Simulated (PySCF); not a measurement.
SMILES [Cl][Sn]([Cl])([Cl])[c]1ccccc1, singlet (GFN2-xTB optimised geometry):

```
15

Cl    -3.498    -1.705     1.869
Sn    -2.572    -0.634     0.000
Cl    -3.480     1.527     0.000
Cl    -3.472    -1.726    -1.871
C     -0.339    -0.634     0.000
C      0.326    -1.527    -0.810
C      1.713    -1.525    -0.799
C      2.401    -0.640     0.013
C      1.709     0.249     0.817
C      0.323     0.257     0.816
H     -0.213    -2.216    -1.445
H      2.249    -2.219    -1.429
H      3.480    -0.643     0.018
H      2.242     0.941     1.451
H     -0.219     0.951     1.442
```

Computed with B3LYP/def2-TZVP, def2 effective core potentials past Kr (PySCF).

Problem. What are the frontier orbital energies and the dipole moment?

Solution. HOMO-2 -8.54 eV, HOMO-1 -8.00 eV, HOMO -7.90 eV, LUMO -2.73 eV, LUMO+1 -1.54 eV; dipole moment 4.72 D.
